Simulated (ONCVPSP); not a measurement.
Before and after: ONCV potential for Hg (Z = 80)

```
Element                 : mercury (Hg)
Generator               : ONCVPSP 4.0.1
Type                    : optimised norm-conserving Vanderbilt (ONCV)
Functional              : LDA (Perdew-Wang 92)
Relativity              : scalar-relativistic
Frozen core             : [Kr] 4d10 4f14
Valence charge          : 20
Reference configuration : 5s2 5p6 5d10 6s1 (charge +1)
Partial waves           : 5s+6s: rc 1.60 bohr, ncon 3, nbas 8, qcut 5.9 1/bohr, 2 projectors; 5p: rc 1.10 bohr, ncon 4, nbas 7, qcut 7.2 1/bohr, 3 projectors, debl 0.9 Ha; 5d: rc 2.05 bohr, ncon 4, nbas 8, qcut 8.2 1/bohr, 2 projectors, debl 2.5 Ha
Local potential         : polynomial inside 0.95 bohr (lpopt 5, dvloc0 0 Ha)
Core correction         : polynomial model core, fcfact 0.7
```

In the p channel the program set the typed energies aside and used -2.790, 0.250, 1.150 Ha.

Change: p: rc 1.28.

Cutoffs: the cutoffs (Ha) at which the residual kinetic energy of the hardest occupied pseudo-wave falls to 1 and 0.1 mHa per electron; they do not see the model core or the augmentation charge, which bear on the density cutoff. Errors are all-electron minus pseudo energies relative to the spin-unpolarised reference configuration.

Q: What does the change do?

A: The potential gets softer (108 Ha and 127 Ha → 66 Ha and 90 Ha); the bound ghosts move from p, s to s; the errors of the 4 common tests hardly move. A larger radius leaves more room for a smooth pseudo-wave, so fewer plane waves are needed.

```tsv
quantity	base	changed
cutoff, loose	108 Ha	66 Ha
cutoff, tight	127 Ha	90 Ha
loose cutoff by channel	s 14 Ha, p 108 Ha, d 21 Ha	s 14 Ha, p 66 Ha, d 21 Ha
bound ghosts	p, s	s
GHOST(+) flags under 300 eV	none	none
error for 5s2 5p6 5d10 6s2, meV [ΔE -11.04 eV]	+1.0	+1.1
error for 5s2 5p6 5d10 6s0, meV [ΔE 19.39 eV]	-12	-12
error for 5s2 5p6 5d9 6s0, meV [ΔE 55.21 eV]	-21	-20
error for 5s2 5p6 5d10 6s0 6p1, meV [ΔE 7.54 eV]	-5.4	-5.0
s: phases at 1.62 bohr within 0.05 rad from the reference energy up to (Ha; the scan ends near 5)	-0.2	-0.2
d: phases at 2.09 bohr within 0.05 rad from the reference energy up to (Ha; the scan ends near 5)	to the end of the scan	to the end of the scan
rms error of d²Exc/dni dnj with the model core, mHa	1.97	1.94
```

 A true bound ghost makes a file unfit for plane-wave use even where its test errors are small: the radial tests pick states by their node count and pass the ghost by.
